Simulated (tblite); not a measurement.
Species: C₇H₅NOS.
Structure used (GFN2-xTB), in Å, numbered top down from 1:
```
atom  x, y, z in Å
C1    -2.2670    0.9955    0.4157
C2    -1.7026   -0.2960   -0.0655
S3    -2.6534   -1.5486   -0.5238
C4    -0.2777   -0.4155   -0.1180
C5     0.5271   -1.4735   -0.5143
C6     1.8490   -1.0457   -0.3643
C7     1.7759    0.2495    0.1158
C8     2.8200    1.1309    0.4357
N9     3.6957    1.8270    0.6878
O10    0.4927    0.6261    0.2634
H11   -3.3525    0.9598    0.4074
H12   -1.9238    1.8129   -0.2193
H13   -1.9163    1.2027    1.4273
H14    0.1824   -2.4246   -0.8649
H15    2.7461   -1.5926   -0.5725
```

Computed with GFN2-xTB (tblite): harmonic, unscaled wavenumbers at the GFN2-xTB geometry, gas phase. The method is semi-empirical: single wavenumbers can be off by several per cent or more. One conformer, not necessarily the lowest.

Harmonic wavenumbers (cm⁻¹): 52.3, 96.3, 100.1, 117.9, 183.3, 196.9, 284.0, 391.5, 441.7, 467.0, 534.6, 557.0, 615.9, 627.9, 651.0, 824.3, 854.9, 861.9, 962.8, 979.2, 985.0, 1041.6, 1097.1, 1172.8, 1220.0, 1257.7, 1296.6, 1379.3, 1383.8, 1445.5, 1446.0, 1453.7, 1517.7, 2364.0, 2992.5, 3008.4, 3061.7, 3184.6, 3195.4.

A = 3291, B = 624.6, C = 526.7 MHz; mass 151.009 u (most abundant isotopes); point group Cs, symmetry number 1.

Problem. Zero-point energy?

Solution. Half the sum of the wavenumbers: 22152 cm⁻¹ = 265.00 kJ/mol.

Problem. Give the ideal-gas entropy at 400 K and 1 bar in the rigid-rotor, harmonic-oscillator model (classical rotation).

Solution. Translation 177.54, rotation 129.50, vibration 151.13: S = 458.2 J/(mol K).

Problem. And Cp and H(400 K) − H(0)?

Solution. Cp = 182.13 J/(mol K), of which vibrations give 148.87 (their classical limit is 39 R = 324.3); H(400 K) − H(0) = 44.45 kJ/mol without the zero-point energy, 31.14 from vibrations.

Problem. How do the functions run with temperature in this model?

Solution. 
| T (K) | S (J/(mol K)) | Cp (J/(mol K)) | H − H(0) (kJ/mol) | G − H(0) (kJ/mol) | ln q(vib) |
| --- | --- | --- | --- | --- | --- |
| 150 | 328.6 | 94.1 | 9.63 | -39.66 | 2.80 |
| 250 | 385.2 | 130.7 | 20.86 | -75.44 | 5.25 |
| 298.15 | 409.7 | 148.2 | 27.58 | -94.58 | 6.40 |
| 600 | 542.1 | 231.8 | 86.20 | -239.08 | 13.37 |
| 900 | 645.3 | 275.8 | 162.99 | -417.79 | 19.66 |

q(vib) and H(0) count from the zero-point level.

Problem. What must be added to the electronic energy to get the Gibbs energy at 400 K and 1 bar?

Solution. ZPE + [H(400 K) − H(0)] − T·S = 265.00 + 44.45 − 183.26 = 126.19 kJ/mol.

Problem. Blend soft modes into free rotors: weight 1/[1 + (100 cm⁻¹/ν̃)⁴] for the oscillator and the rest for a rotor with moment μB/(μ + B), μ = h/(8π²ν), B = 10⁻⁴⁴ kg m². What vibrational entropy results?

Solution. 140.13 J/(mol K) in place of 151.13, which changes −T·S at 400 K by +4.40 kJ/mol.

Problem. Which modes carry the vibrational entropy at 400 K?

Solution. 52.3 cm⁻¹: 22.22; 96.3 cm⁻¹: 17.17; 100.1 cm⁻¹: 16.85; 117.9 cm⁻¹: 15.51; 183.3 cm⁻¹: 11.93; 196.9 cm⁻¹: 11.35 J/(mol K); the other 33 give 56.10 together.

Hindered rotation and anharmonicity are outside this model. Other conformers, if any are populated, would add a mixing term that is left out.
